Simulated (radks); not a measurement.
Results of a calculation; reference values are marked as such.
Question: Species: the bismuth ion Bi3+. Configuration: [Hg]. Level of theory: Dirac Kohn-Sham, PBE, spin-unpolarised, spherical densities, finite nucleus; Fermi nuclear charge, rms radius 5.5211 fm (a radial shooting solver on a logarithmic mesh with Libxc functionals). Some entries of the table are withheld. Estimate them.

| orbital | occ. | eigenvalue (eV) | r(max) (bohr) | <r^2> (bohr^2) |
|---|---|---|---|---|
| 1s1/2 | 2 | -90479.69 | 0.009661 | 0.0003465 |
| 2s1/2 | 2 | -16266.54 | 0.05643 | 0.005190 |
| 2p1/2 | 2 | -15637.30 | 0.04119 | 0.003643 |
| 2p3/2 | 4 | -13317.88 | 0.04902 | 0.004823 |
| 3s1/2 | 2 | -3947.426 | 0.1588 | (1) |
| 3p1/2 | 2 | -3661.333 | 0.1478 | 0.03049 |
| 3p3/2 | 4 | -3142.024 | 0.1636 | 0.03680 |
| 3d3/2 | 4 | -2670.461 | 0.1269 | 0.02802 |
| 3d5/2 | 6 | -2560.349 | 0.1312 | 0.02972 |
| 4s1/2 | 2 | -927.5922 | 0.3564 | 0.1606 |
| 4p1/2 | 2 | -802.8470 | 0.3537 | 0.1625 |
| 4p3/2 | 4 | -674.8706 | 0.3855 | 0.1933 |
| 4d3/2 | 4 | -471.3068 | 0.3763 | 0.1999 |
| 4d5/2 | 6 | -447.4150 | 0.3859 | 0.2105 |
| 5s1/2 | 2 | -185.1844 | 0.7719 | 0.7752 |
| 4f5/2 | 6 | -183.2768 | 0.3399 | (2) |
| 4f7/2 | 8 | -177.7852 | 0.3443 | (3) |
| 5p1/2 | 2 | -141.8954 | 0.8072 | 0.8828 |
| 5p3/2 | 4 | -117.2410 | 0.8833 | 1.069 |
| 5d3/2 | 4 | -56.6199 | 1.015 | 1.646 |
| 5d5/2 | 6 | -53.5676 | 1.045 | 1.758 |
| 6s1/2 | 2 | -39.9543 | 1.813 | 4.541 |

Answer: 
(1) 3s1/2 <r^2> (bohr^2): 0.03361
(2) 4f5/2 <r^2> (bohr^2): 0.2290
(3) 4f7/2 <r^2> (bohr^2): 0.2355
